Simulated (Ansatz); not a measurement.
```xyz
6

B    -0.0071    0.0024   -1.3298
C     0.0071   -0.0066    0.1804
O    -0.0086    0.0029    1.3103
H     0.0052   -1.1747   -1.6380
H    -1.0258    0.5959   -1.6516
H     1.0270    0.5844   -1.6504
```

Basis set: def2-TZVP (spherical functions). Correlated methods keep 3 orbitals frozen. Charge 0, multiplicity 1.

Computed with Ansatz (development build ahead of 0.2.0); each method stands on the lowest determinant of its kind that the runs found. Restricted open shells among the atoms or ions are ROHF, correlated in semicanonical orbitals with singles.

Task: Give the atomization energy at this shape (free ground-state atoms in the same class of orbitals less the molecule, no zero-point energy) of singlet CH₃BO by RHF-MP2, RHF.

Result:

```json
{"method": "RHF-MP2", "atomization energy": "2351.0 kJ/mol"}
{"method": "RHF", "atomization energy": "1761.0 kJ/mol"}
```
